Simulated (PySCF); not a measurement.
**Radial density of Al⁺ (aluminium, charge +1)**

UHF, [Ne] 3s2, closed-shell 1S. Calculation: PySCF 2.14, in pcseg-2 (5s4p2d1f, 34 functions); the non-relativistic Hamiltonian (point nucleus).

| r (bohr) | 4πr²ρ (e/bohr) |
| --- | --- |
| 0.00156 | 0.04148 |
| 0.00263 | 0.1145 |
| 0.00442 | 0.3083 |
| 0.00744 | 0.8073 |
| 0.0125 | 2.000 |
| 0.0211 | 4.538 |
| 0.0354 | 8.855 |
| 0.0596 | 13.50 |
| 0.100 | 13.99 |
| 0.169 | 9.543 |
| 0.283 | 9.795 |
| 0.477 | 12.66 |
| 0.802 | 6.394 |
| 1.35 | 1.359 |
| 2.27 | 0.9375 |
| 3.82 | 0.2252 |
| 6.42 | 0.006864 |
